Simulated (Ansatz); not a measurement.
NbSeCl3. Charge 0, multiplicity 1. Geometry PBE0-D4/def2-SVP.

```xyz
5

Nb   -0.017   -0.006   -0.019
Se    1.431    0.504    1.628
Cl   -1.009   -1.981    0.498
Cl    1.150   -0.175   -1.959
Cl   -1.555    1.658   -0.148
```

In the def2 sets Nb takes a core potential; there is no spin–orbit coupling. LC-ωPBE has ω = 0.4 bohr⁻¹. The restricted singlet is unstable towards broken spin symmetry in Hartree–Fock (as tested in another run); at PBE-D4/def2-SVP, r2SCAN-D4/def2-TZVP, r2SCAN-D4/def2-TZVPD, B97M-V/def2-TZVP and others this wasn't settled.

(1) Estimate the orbital energies around the gap (eV) in Ansatz with PBE-D4/def2-SVP, r2SCAN-D4/def2-TZVP, r2SCAN-D4/def2-TZVPD, B97M-V/def2-TZVP, LC-ωPBE/def2-TZVP.

Results:

(1) 
```
orbital  PBE-D4/def2-SVP  r2SCAN-D4/def2-TZVP  r2SCAN-D4/def2-TZVPD  B97M-V/def2-TZVP  LC-ωPBE/def2-TZVP
 HOMO−5            -8.79                -9.23                 -9.23             -9.29             -13.13
 HOMO−4            -8.79                -9.23                 -9.23             -9.29             -13.13
 HOMO−3            -8.43                -8.88                 -8.88             -8.94             -12.58
 HOMO−2            -7.80                -8.18                 -8.18             -8.22             -11.78
 HOMO−1            -6.87                -7.23                 -7.23             -7.20             -10.54
   HOMO            -6.87                -7.23                 -7.23             -7.20             -10.54
   LUMO            -3.98                -4.11                 -4.11             -4.03              -1.44
 LUMO+1            -3.98                -4.11                 -4.11             -4.03              -1.44
 LUMO+2            -2.94                -3.05                 -3.06             -2.98              -0.45
 LUMO+3            -2.94                -3.05                 -3.06             -2.98              -0.45
 LUMO+4            -2.68                -2.76                 -2.76             -2.77              -0.33
 LUMO+5            -0.63                -0.11                 -0.30             -0.55               1.68
```
